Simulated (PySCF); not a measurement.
**Electric field gradients and quadrupole coupling constants**

C3H6FO3S (charge -1).
Structure used (GFN2-xTB), in Å, numbered top down from 1:
```xyz
14
C3H6FO3S angstrom
C      1.808    0.280   -0.411
O      0.790   -0.707   -0.401
C     -0.294   -0.409    0.395
C     -1.502   -1.202   -0.059
F      0.017   -0.807    1.725
S     -0.902    1.475    0.445
O      0.212    2.214    1.088
O     -0.975    1.722   -1.022
H      1.459    1.186   -0.908
H      2.641   -0.156   -0.965
H      2.122    0.531    0.605
H     -2.279   -1.126    0.698
H     -1.851   -0.752   -0.984
H     -1.249   -2.249   -0.228
```

Field gradients from the PBE0/pcSseg-1 density (PySCF, non-relativistic), principal values in atomic units, ordered |Vxx| ≤ |Vyy| ≤ |Vzz|:

| atom | Vxx | Vyy | Vzz |
| --- | --- | --- | --- |
| O2 | -0.0805 | -1.8199 | 1.9004 |
| S6 | 0.7622 | 1.2562 | -2.0184 |
| O7 | -0.3718 | -1.0091 | 1.3809 |
| O8 | -0.4393 | -0.9454 | 1.3847 |

Task: Find the asymmetry η = (Vxx − Vyy)/Vzz and the couplings χ = eQV/h (234.96 MHz × Q in barn × V in au), with Q(17O) = −0.0256 b, Q(33S) = −0.0678 b.

Result: 
| atom | environment | nucleus | η | χzz (MHz) | χxx (MHz) | χyy (MHz) |
| --- | --- | --- | --- | --- | --- | --- |
| O2 | ether oxygen | 17O | 0.92 | -11.43 | 0.48 | 10.95 |
| S6 | sulfur bonded to C and 2 O | 33S | 0.24 | 32.15 | -12.14 | -20.01 |
| O7 | oxygen bonded to S | 17O | 0.46 | -8.31 | 2.24 | 6.07 |
| O8 | oxygen bonded to S | 17O | 0.37 | -8.33 | 2.64 | 5.69 |

At O2 η is above 0.9: Vyy and Vzz are nearly equal in size and opposite in sign, so a small change could swap them and flip the sign of χzz. The tensor is traceless: Vxx + Vyy + Vzz = 0.

Task: What is Vzz at O8 in SI units (1 au = 9.71736 × 10²¹ V/m²)?

Result: 1.3847 au = 13.456 × 10²¹ V/m².

Task: And the gradient at the other heavy atoms, for which no coupling is worked out here?

Result: 
```tsv
atom	environment	Vzz (au)	η
C1	methoxy carbon	0.425	0.20
C3	sp3 C–F carbon	0.495	0.95
C4	methyl carbon	0.058	0.88
F5	alkyl fluorine	2.745	0.05
```

Task: What couplings would deuterons (Q(2H) = 0.00286 b) have in place of the hydrogens, at this geometry?

Result: 
```json
{"atom": "H9", "bonded to": "C1", "bond length (Å)": "1.091", "Vzz (au)": "0.2881", "η": "0.09", "χzz (kHz)": "194"}
{"atom": "H10", "bonded to": "C1", "bond length (Å)": "1.091", "Vzz (au)": "0.3084", "η": "0.07", "χzz (kHz)": "207"}
{"atom": "H11", "bonded to": "C1", "bond length (Å)": "1.093", "Vzz (au)": "0.2958", "η": "0.11", "χzz (kHz)": "199"}
{"atom": "H12", "bonded to": "C4", "bond length (Å)": "1.087", "Vzz (au)": "0.3178", "η": "0.03", "χzz (kHz)": "214"}
{"atom": "H13", "bonded to": "C4", "bond length (Å)": "1.087", "Vzz (au)": "0.3114", "η": "0.01", "χzz (kHz)": "209"}
{"atom": "H14", "bonded to": "C4", "bond length (Å)": "1.090", "Vzz (au)": "0.3157", "η": "0.01", "χzz (kHz)": "212"}
```

Isolated species at its GFN2-xTB geometry (one conformer only). The pcSseg-1 basis has no diffuse functions, a weakness for an anion. GFN2-xTB bond lengths can be off by several hundredths of an ångström, more for odd bonds, and the gradients follow them. The basis is small and wasn't made for field gradients, so the couplings can be 20 % off.
